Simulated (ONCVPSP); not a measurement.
# Hg: one change to an ONCV potential, before and after

ONCVPSP 4.0.1 input, shortened (lines: element, Z, core and valence counts, functional; n l f; lmax; l rc ep ncon nbas qcut; lloc lpopt rc5 dvloc0; l nproj debl; icmod fcfact rcfact), PBEsol, fully relativistic:

```
  Hg 80.00   10    4  -116133      upf
    1    0    2.00
    2    0    2.00
    2    1    6.00
    3    0    2.00
    3    1    6.00
    3    2   10.00
    4    0    2.00
    4    1    6.00
    4    2   10.00
    4    3   14.00
    5    0    2.00
    5    1    6.00
    5    2   10.00
    6    0    2.00
    2
    0    1.45    0.00    4    7    6.90
    1    1.50    0.00    3    6   10.50
    2    1.80    0.00    4    9   10.30
    4    4    1.35    0.00
    0    2    1.40
    1    2    2.80
    2    2    1.30
    0    0.00    0.00
```

Open shells are filled in proportion to 2j + 1.

Change: functional PBE; d: rc 1.45, qcut 12.8.

Cutoffs: the cutoffs (Ha) at which the residual kinetic energy of the hardest occupied pseudo-wave falls to 1 and 0.1 mHa per electron; they do not see the model core or the augmentation charge, which bear on the density cutoff. Errors are all-electron minus pseudo energies relative to the spin-unpolarised reference configuration.

Q: What does the change do?

A: The potential gets neither clearly harder nor softer (35 Ha and 53 Ha → 35 Ha and 53 Ha); the p channel sets the loose cutoff, while the largest relative change is in d, which becomes harder; of the 4 tests that both files solve, the error grows in 0 and shrinks in 3 by more than 15 % and 0.3 meV (median size 2.2 → 0.4 meV); neither file shows a bound ghost.

```csv
quantity,base,changed
"cutoff, loose",35 Ha,35 Ha
"cutoff, tight",53 Ha,53 Ha
loose cutoff by channel,"s 22 Ha, p 35 Ha, d 25 Ha","s 22 Ha, p 35 Ha, d 29 Ha"
bound ghosts,none,none
GHOST(+) flags under 300 eV,none,none
"error for 5s2 5p6 5d10 6s1, meV [ΔE 10.75 → 10.70 eV]",-0.8,-0.5
"error for 5s2 5p6 5d10 6s0, meV [ΔE 29.77 → 29.69 eV]",-5.0,-3.4
"error for 5s2 5p6 5d9 6s0, meV [ΔE 65.33 → 65.22 eV]",-3.5,-0.1
"error for 5s2 5p6 5d10 6s1 6p1, meV [ΔE 6.05 → 5.97 eV]",-0.5,-0.3
s: phases at 1.47 bohr within 0.05 rad from the reference energy up to (Ha; the scan ends near 5),to the end of the scan,to the end of the scan
p3/2: phases at 1.52 bohr within 0.05 rad from the reference energy up to (Ha; the scan ends near 5),to the end of the scan,to the end of the scan
p1/2: phases at 1.52 bohr within 0.05 rad from the reference energy up to (Ha; the scan ends near 5),to the end of the scan,to the end of the scan
```
